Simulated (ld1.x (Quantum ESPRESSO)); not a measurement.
## hafnium (Hf): excitation energies, all-electron against TM

| Property | Result |
| --- | --- |
| Element | Hf |
| Generator | ld1.x (Quantum ESPRESSO) 7.5 |
| Type | norm-conserving Troullier–Martins (Kleinman–Bylander form) |
| Functional | PBE |
| Relativity | fully relativistic |
| Frozen core | [Kr] 4d10 4f14 |
| Valence charge | 12 |
| Reference configuration | 5s2 5p6 5d2 6s1.75 6p0.25 |
| Partial waves | 5p (bound): rc 2.15 bohr; 5d (bound): rc 2.25 bohr; 5s (bound): rc 1.60 bohr |
| Local potential | the s channel |
| Core correction | none |

Open shells are filled in proportion to 2j + 1 (rel_dist='average').

Occupied shells without a wave of their own: 6p, 6s. They enter only through the test configuration that unscreens the potential.

Energies are relative to the spin-unpolarised reference configuration 5s2 5p6 5d2 6s1.75 6p0.25; without spin polarisation the order of configurations can differ from experiment.

```tsv
valence configuration	charge	ΔE all-electron (eV)	error AE − PS (meV)
5s2 5p6 5d2 6s2 6p0	0	-0.928	+122
5s2 5p6 5d2 6s1 6p0	+1	7.051	-622
5s2 5p6 5d2 6s0 6p0	+2	21.231	-1742
5s2 5p6 5d2 6s1 6p1	0	2.870	-384
5s2 5p6 5d2 6s0 6p1	+1	11.691	-1236
5s2 5p6 5d2.5 6s1.5 6p0	0	0.325	-170
```

(1) What are ΔE and the potential's error for 5s2 5p6 5d2 6s1.5 6p0?

Levels in the configuration 5s2 5p6 5d2.5 6s1.5 6p0:

| level | all-electron (eV) | pseudo (eV) |
| --- | --- | --- |
| 5s j=1/2 | -66.112 | -66.231 |
| 5p j=1/2 | -40.431 | -40.543 |
| 5p j=3/2 | -32.697 | -32.802 |
| 5d j=3/2 | -2.563 | -2.625 |
| 5d j=5/2 | -2.140 | -2.200 |
| 6s j=1/2 | -4.904 | -5.520 |

The potential misses its own reference levels by up to 0.6 eV.

Answers

(1) ΔE = 2.328 eV all-electron; the error (AE − PS) is -210 meV.

The 6p, 6s levels have no wave, so the channel is fitted at the deeper level alone: the likely source of the large errors.
